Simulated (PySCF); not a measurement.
# Si4H13SN3

Si4H13SN3 is a molecule, neutral, singlet. The structure, one conformer, was relaxed in the gas phase by PBE0-D3(BJ)/def2-SVP. No frequency run checks that it is a minimum.

SMILES: [SiH3]N[Si](S)(N[SiH3])N[SiH3]

```xyz
21

Si    1.892   -1.141   -1.382
N     0.192   -1.354   -1.024
Si   -0.545   -0.841    0.449
N    -1.566    0.504    0.079
Si   -1.680    1.199   -1.523
N     0.679   -0.258    1.518
Si    0.955    1.437    1.853
S    -1.570   -2.545    1.262
H     2.097   -1.619   -2.782
H     2.784   -1.934   -0.481
H     2.295    0.293   -1.287
H    -0.347   -1.918   -1.675
H    -2.210    0.865    0.777
H    -0.368    1.723   -2.003
H    -2.651    2.331   -1.426
H    -2.191    0.229   -2.541
H     1.199   -0.932    2.074
H    -0.168    2.071    2.615
H     1.159    2.220    0.599
H     2.187    1.519    2.693
H    -2.205   -1.840    2.226
```
Atoms count from 1 in this order.

Shieldings: GIAO PBE0/pcSseg-1. Shifts are against computed references at the same level: H TMS (σ 31.27 ppm), Si TMS (σ 352.0 ppm). Core levels by delta-SCF with SCAN, pcX-2 on the ionised atom and pcseg-1 elsewhere, spin-free X2C (2p3/2 is the spin-free 2p value less a third of a first-order spin-orbit splitting); from the vacuum level, for chosen atoms.

Question: Give the shieldings and core levels atom by atom.

Answer: 
| atoms | bonded to | σ (ppm) | δ (ppm) | core level (eV) |
| --- | --- | --- | --- | --- |
| Si1 | 1 N + 3 H | 407.6 | -55.6 | - |
| N2 | 2 Si + 1 H | 238.4 | - | 1s 404.14 |
| Si3 | 3 N + 1 S | 369.4 | -17.4 | 2p3/2 107.43 |
| N4 | 2 Si + 1 H | 231.6 | - | 1s 404.12 |
| Si5 | 1 N + 3 H | 409.3 | -57.3 | - |
| N6 | 2 Si + 1 H | 230.3 | - | 1s 404.11 |
| Si7 | 1 N + 3 H | 408.7 | -56.7 | - |
| S8 | 1 Si + 1 H | 672.3 | - | 2p3/2 169.05 |
| H9 H10 H11 | 1 Si | 26.60 | 4.67 | - |
| H12 | 1 N | 30.74 | 0.53 | - |
| H13 | 1 N | 30.98 | 0.28 | - |
| H14 H15 H16 | 1 Si | 26.62 | 4.65 | - |
| H17 | 1 N | 30.74 | 0.52 | - |
| H18 H19 H20 | 1 Si | 26.61 | 4.65 | - |
| H21 | 1 S | 30.70 | 0.56 | - |

Values are those of this one static structure, with the three H of a rotating XH3 group averaged; atoms that internal rotation interchanges would show their mean in an NMR spectrum.

Question: By CAM-B3LYP/def2-SVPD (TDDFT singlets, Tamm-Dancoff triplets, ionisation by delta-SCF), where does absorption start, and what does vertical ionisation take?

Answer: The lowest singlet lies at 5.99 eV (f 0.008), the strongest of the first 6 at 6.91 eV (f 0.053), the lowest triplet at 5.59 eV; vertical ionisation takes 9.34 eV.
